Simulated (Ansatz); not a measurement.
```yaml
crystal:
  periodic: [false, false, false]
  atoms:
    - {symbol: O, position_ang: [-0.608673, 2.047866, -0.401058]}
    - {symbol: Si, position_ang: [0.271569, 0.666485, 0.451007]}
    - {symbol: C, position_ang: [-0.328393, -1.203797, -0.297220]}
    - {symbol: Br, position_ang: [0.751202, -2.698010, 0.870034]}
    - {symbol: H, position_ang: [-0.208078, 2.411317, -1.326894]}
    - {symbol: H, position_ang: [-0.147628, 0.750311, 2.050906]}
    - {symbol: H, position_ang: [1.918605, 0.790286, 0.245576]}
    - {symbol: H, position_ang: [-1.517909, -1.427049, -0.145680]}
    - {symbol: H, position_ang: [-0.031463, -1.389376, -1.465935]}
basis:
  gaussian: {orbitals: 6-31G}
hamiltonian: {xc: {name: revPBE}, dispersion: d3bjatm}
scf: {max_iter: 3}
output: {forces: true}
```

```sh
$ ansatz run in.yaml --threads 4 --pin off --events-out ev --progress --plain --max-ram 10444MiB
```

Output, abridged:

```
Error: invalid value for `basis.gaussian`: such a run doesn't read scf.max_iter; remove what it names
```

(1) Something in this input is off. What?

Answers

(1) The input holds a key that doesn't belong there. The program refused the input.
